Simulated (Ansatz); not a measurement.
Two isomers of C2H6FISi: A = `C[Si](C)(F)I`, B = `CC[SiH](F)I`.

Isolated molecules relaxed with PBE0-D4/def2-TZVP in Ansatz; ΔE leaves out vibrations. CBS: MP2 limit from def2 TZ/QZ plus the TZ coupled-cluster correction, frozen cores. Functionals use def2-TZVPP. B3LYP here is the variant with VWN-RPA as its local correlation; programs differ in this. def2 core potentials past Kr. For I outer-core shells are correlated without core-valence functions, which leaves a few kJ/mol of doubt a bond. One conformer a species, not always the lowest.

Which isomer does CCSD(T)/CBS put lower? Give the gap. (Estimate.)

The calculation gave: A, by 15.5 kcal/mol.

Give E(B) − E(A) in kcal/mol with PBE0-D4, r2SCAN-D4, B3LYP, CCSD(T)/def2-TZVPP, ωB97M-V, PBE-D4, B2PLYP. (Best estimate.)

The calculation gave: PBE0-D4 15.7, r2SCAN-D4 16.7, B3LYP 15.3, CCSD(T)/def2-TZVPP 15.3, ωB97M-V 16.1, PBE-D4 15.6, B2PLYP 15.5. None reverses the order clearly.

Largest T1 diagnostic: 0.009.
